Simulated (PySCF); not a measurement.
# Correlation energy of Ce(37+) (cerium, charge +37)

[Ar] 3d3, high-spin 4F determinant. All numbers are calculated (PySCF 2.14, scalar relativity by spin-free X2C-1e, in an even-tempered Gaussian basis (18 s from 6.2 bohr⁻², ratio 2.5; 12 p from 8.1 bohr⁻², ratio 2.5; 8 d from 8.1 bohr⁻², ratio 2.5; 4 f from 30 bohr⁻², ratio 2.7; 3 g from 46 bohr⁻², ratio 2.7)). Frozen: [Ne]; 11 electrons correlated; the 30 highest virtual orbitals of each spin left out.

MP2 pair energies summed by pair of shells (mhartree):

```csv
pair,energy,share (%)
3p-3p,-203.29,43.8
3p-3d,-153.21,33.0
3s-3p,-51.46,11.1
3s-3d,-26.19,5.6
3d-3d,-19.89,4.3
3s-3s,-9.73,2.1
```

Total MP2 correlation energy: -463.77 mhartree.

At this charge the one-electron X2C treatment keeps the bare 1/r₁₂, with no two-electron picture change or Breit term. The effect here is smaller than on the frozen 1s shell; and a scalar Hamiltonian misses the large spin-orbit splitting of the p shells, which matters for ns² → np² pairs.

Spin-orbit coupling is strong in this species, so the high-spin LS determinant is a model state.
